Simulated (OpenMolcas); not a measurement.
# Fe4+: moving or changing the point charges

Fe4+ among 6 point charges of -2 e arranged as a trigonal antiprism (D3d), 1.97 Å from the ion, with a polar angle of 52.0° against the regular 54.74°.

| Quantity | Value |
| --- | --- |
| Program | OpenMolcas 26.06 |
| Method | CASSCF |
| Basis | ANO-RCC-VTZP [6s5p3d2f1g] |
| Scalar Hamiltonian | DKH2, point nucleus |
| Active space | 4 electrons in 5 orbitals (3d) |
| State averaging | 2S+1 = 5 even, 5 roots; 2S+1 = 3 even, 45 roots; 2S+1 = 1 even, 50 roots |
| Spin-orbit coupling | RASSI with atomic mean-field integrals over the reference wave functions |

Runs around this geometry, states (labels of D3, the rotations of D3d). Energies in cm-1 above the lowest state or level, χT in cm3 K/mol.

| R (Å) | q (e) | Polar angle / regular | Ground state | First state of that spin | First gap with spin-orbit (degeneracies) | χT at 300 K | First state of another spin |
| --- | --- | --- | --- | --- | --- | --- | --- |
| 1.97 | -1.3 | 0.95 | 5E | 5A1 1036 | 45.1 (1, 2) | 1.955 | 3E 26330 |
| 1.81 | -2 | 0.95 | 5E | 5A1 2519 | 1.0 (2, 1) | 2.423 | 3E 25894 |
| 1.97 | -2 | 0.95 | 5E | 5A1 1577 | 20.8 (1, 2) | 2.193 | 3E 25938 |
| 2.18 | -2 | 0.95 | 5E | 5A1 885.9 | 45.9 (1, 2) | 1.886 | 3E 26357 |
| 1.97 | -2 | 1.03 | 5E | 5E 2198 | 11.7 (1, 1) | 2.246 | 3A2 25917 |

Taking the first state of the same spin as R^-n, n = -ln(885.9 / 2519) / ln(2.18 / 1.81) = 5.6 between the shortest and longest distance.

Scaling the charges by -1.3 / -2 = 0.65 scales the first state of the same spin by 1036 / 1577 = 0.66; with fixed orbitals a first-order splitting would follow the charge.

An orbital doublet at a regular site is open to a Jahn-Teller distortion, which this geometry leaves out. Without dynamic correlation the repulsion within the d shell is too large (B by tens of per cent), so at a given field states of lower spin stand too high. Point charges give a weaker field than real ligands, and real ions of this kind are often low spin; the high spin found here belongs to the model. The ground term spreads over less than 5000 cm-1, several times less than with real ligands, so orbital moments are less quenched and χT lies further from the spin-only value than at real sites. Point charges carry no covalency, so the field is a model and not that of real ligands. No measured value stands beside these numbers.
